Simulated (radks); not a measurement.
Values are calculated unless marked as measured or tabulated.
Problem. These are the eigenvalues of the occupied orbitals of an atom or ion with whole-number occupations (hartree). Level of theory: Dirac Kohn-Sham, BLYP, spin-unpolarised, spherical densities, finite nucleus; Fermi nuclear charge, rms radius of each element as measured or else 0.836 A^(1/3) + 0.57 fm (a radial shooting solver on a logarithmic mesh with Libxc functionals).

1s1/2: -198.4615
2s1/2: -23.42924
2p1/2: -19.95448
2p3/2: -19.69332
3s1/2: -3.80585
3p1/2: -2.85633
3p3/2: -2.82430
3d3/2: -1.35930
3d5/2: -1.35619

Which element is it, and in what charge state? The configuration may be excited. Open shells, if any, are shared by 2j + 1.

Solution. Z = 23, vanadium, charge +3: V3+ in [Ar] 3d2. The list shows which subshells hold electrons but not how many an open one holds; the 1s level, -198.46 hartree, gives Z - s = 19.9 by -(Z - s)^2/2, which with screening and relativity narrows Z to a few neighbours, and the depths of the outer levels then fix element, charge and occupations together.
